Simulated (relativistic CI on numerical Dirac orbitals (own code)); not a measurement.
Spin-allowed bands of a d3 ion in an octahedral site, by hand

Problem. Take Δ = 15800 cm⁻¹ and B = 840 cm⁻¹ for a d3 ion in an octahedral site. Calculate the three spin-allowed bands.

Working.
1. The terms of highest spin are 4F (energy 0) and 4P (15B = 12600 cm⁻¹). Here the F term splits into A2 at −1.2Δ = -18960, T2 at −0.2Δ = -3160 and T1 at +0.6Δ = 9480 cm⁻¹.
2. The two T1 states mix through the element 0.4Δ: H = [[9480, 6320], [6320, 12600]], with roots ½(H₁₁ + H₂₂) ∓ ½√[(H₂₂ − H₁₁)² + 4H₁₂²] = ½(22080) ∓ ½(13019) = 4530 and 17550 cm⁻¹.
3. The ground term is 4A2 at -18960 cm⁻¹.
4. Bands: 4T2 15800 cm⁻¹ (633 nm), 4T1(F) 23490 cm⁻¹ (426 nm), 4T1(P) 36510 cm⁻¹ (274 nm).

Check. Exact diagonalisation of the whole d3 shell with these parameters gives 4T2 15800, 4T1 23490, 4T1 36510 cm⁻¹. The match is exact, since without spin-orbit coupling no other term has this spin. The ratio of the second band to the first, 1.487, depends on Δ/B = 18.8 alone, which is how a Tanabe-Sugano diagram is read.
